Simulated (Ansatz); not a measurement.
Input file for Ansatz (a quantum-chemistry and plane-wave program): R-wB97X-V/def2-TZVPPD on CHIO2 (a complex). Elements past Kr take the def2 small-core potentials; no spin–orbit coupling. Files ending in .json are basis or fitting sets from the Basis Set Exchange.

Ansatz 0.2 input:
```yaml
crystal:
  periodic: [false, false, false]
  atoms:
    - {symbol: O, position_ang: [1.13097344, -0.11991734, -0.02415050]}
    - {symbol: C, position_ang: [-0.00881629, 0.04349541, 0.10863795]}
    - {symbol: O, position_ang: [-1.15079624, 0.20741376, 0.23111172]}
    - {symbol: I, position_ang: [0.09519646, -0.03961787, 3.80816139]}
    - {symbol: H, position_ang: [-1.49075591, 0.19498922, 3.60913124]}
basis:
  gaussian:
    orbitals: def2-TZVPPD.json
hamiltonian:
  xc: {name: wB97X-V}
scf: {lower_state_search: off}
```

Program output:

```
WARN ansatz: RAYON_NUM_THREADS=1 ignored (pool sized by the plan → 1); use --threads N
Functional definition: wB97X-V
these checks for a lower state are left out or cut short: stability, starts, cluster_reference, orbital_swaps, neighbouring_geometries, increment
integrals: 0.13 GiB planned
1044 factors; their error is unknown
integrals: 0.17 GiB planned
287 factors; integrals over basis functions are off by at most 1.3e-4 eV
mean field: 1.10 GiB planned
mean field evaluation 1: about -13245.5146 eV, gradient 4.7e1 eV
mean field evaluation 2: about -13244.6554 eV, gradient 5.6e1 eV
mean field evaluation 4: about -13249.0838 eV, gradient 1.1e0 eV
mean field evaluation 8: about -13249.0915 eV, gradient 6.1e-2 eV
mean field evaluation 16: about -13249.2632 eV, gradient 9.5e-5 eV
mean field -13249.26323763 eV, -486.9014433099 hartree, gradient 6.5e-6 eV, S^2 0.000000; 0 other end points of the search recorded, 0 dependent functions left out
reference -13249.26323504 eV, -486.9014432147 hartree; 24, 24 occupied and 169, 169 virtual orbitals, 1044 factors
Total energy: -13249.26323504 eV, -486.9014432147 hartree
Checks for a lower state left out: stability, starts, cluster_reference, orbital_swaps, neighbouring_geometries, increment
```

The calculation finished and met its thresholds.

Cost: roughly 7 core-seconds.
